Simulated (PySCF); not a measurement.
## Fine-structure interval of Si⁹⁺ by level of theory

Si⁹⁺ [He] 2s2 2p1 [2p1/2^1, M_J = 1/2] → Si⁹⁺ [He] 2s2 2p1 [2p3/2^1, M_J = 3/2], as a difference of total energies. All numbers are calculated (PySCF 2.14, the two-component X2C-1e Hamiltonian, in an uncontracted even-tempered set (18 s from 1.2 bohr⁻², ratio 2.4; 10 p from 1.6 bohr⁻², ratio 2.4; 5 d from 6.1 bohr⁻², ratio 2.6; 5 f from 9.1 bohr⁻², ratio 2.6)). Correlated levels: nothing frozen; the 30 highest virtual spinors dropped. "Screened" scales the spin-orbit matrix elements by Boettger's factors to mimic the two-electron term; Breit and QED terms are absent.

| method | fine-structure interval (cm⁻¹) |
| --- | --- |
| GHF (screened spin-orbit) | 8231.6 |
| GMP2 (screened spin-orbit) | 7389.1 |
| GHF (bare spin-orbit) | 9484.7 |
